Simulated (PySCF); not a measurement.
Computed structure and properties of [Bi(CCH)]2+

System: [Bi(CCH)]2+ (singlet); start: template (C∞v). Method: PySCF 2.14.0, RKS PBE0, Bi def2-SVP with ECP60, C def2-SVP, H def2-SVP; non-relativistic Hamiltonian with scalar-relativistic core potentials where named; density fitting; no spin-orbit coupling.

Input of the relaxation:

```python
mol = gto.M(atom='''
Bi     0.00000     0.00000    -0.31297
C      0.00000     0.00000     1.93763
C      0.00000     0.00000     3.15763
H      0.00000     0.00000     4.22763''',
    basis={'Bi': 'def2-SVP', 'C': 'def2-SVP', 'H': 'def2-SVP'},
    ecp={'Bi': 'def2-SVP'},
    charge=2, spin=0)
mf = dft.RKS(mol, xc='PBE0')
mf.grids.atom_grid = (50, 194)
mf = mf.density_fit()  # fitting sets: Bi def2-universal-JKFIT, C def2-universal-JKFIT, H def2-universal-JKFIT
mf.conv_tol = 1e-08; mf.max_cycle = 55
mf.kernel(dm0)  # dm0: converged density of the start geometry
# quasi-Newton relaxation in Cartesian coordinates to a largest gradient under 0.00045 Eh/bohr, steps kept in the point group
```

Run from Python with OMP_NUM_THREADS=2; the lines above give its settings. Where DIIS fails, smearing, a level shift and second-order steps follow.
It took 4.9 s on 2 threads of Arm Neoverse V1 (shared host), from the converged density of the start.

Course of the relaxation:

```tsv
step	energy above end (eV)	largest force component within the symmetry (eV/Å)
0	0.3649	5.356
1	0.0384	2.437
2	0.0072	0.722
3	0.0003	0.167
4	0.0000	0.047
5	0.0000	0.003
```

Relaxed geometry (C∞v):

```xyz
4

Bi    0.0000    0.0000   -0.1908
C     0.0000    0.0000    1.8708
C     0.0000    0.0000    3.1163
H     0.0000    0.0000    4.2135
```

| contact | Å |
| --- | --- |
| Bi1–C2 (CCH) | 2.062 |

On the finer grid (75, 302):

```
HOMO                                                          : -20.32 eV
LUMO                                                          : -16.24 eV
Dipole about the centre of mass                               : 5.39 D
Set of Mulliken populations of Bi1 outside the core potential : s 3.95, p 7.28, d 10.07
D3(BJ) dispersion energy (not in the energies)                : -0.072 eV
```

| atom | Mulliken (e) | Löwdin (e) | spin (e) |
| --- | --- | --- | --- |
| Bi1 | 1.70 | 1.71 | 0.00 |
| C2 | -0.12 | -0.26 | 0.00 |
| C3 | 0.19 | 0.42 | 0.00 |
| H4 | 0.23 | 0.14 | 0.00 |

On the grid (50, 194), as all that follows. Harmonic modes: a minimum; lowest 170 cm⁻¹ (negative: unstable), highest 3289 cm⁻¹, zero-point energy 0.484 eV.

Taking off one CCH (charge -1, singlet; the rest: singlet) in vacuum, both parts rigid, costs 27.15 eV; the small basis without counterpoise inflates it. Most of it is the attraction of opposite charges; other ways to part are cheaper, and one spin state was tried for the rest.

Rigid scan of CCH along the line from its metal, all other atoms held (where the atom bridges, its other bond changes as well):

distance to C2 (Å), energy (eV) and a bar:
```
     1.76      1.618 ##############################
     1.86      0.618 ###########
     1.96      0.134 ##
     2.06      0.000 
     2.16      0.102 ##
     2.26      0.359 #######
     2.46      1.123 #####################
```

One start shape was tried, so this needn't be the lowest isomer.
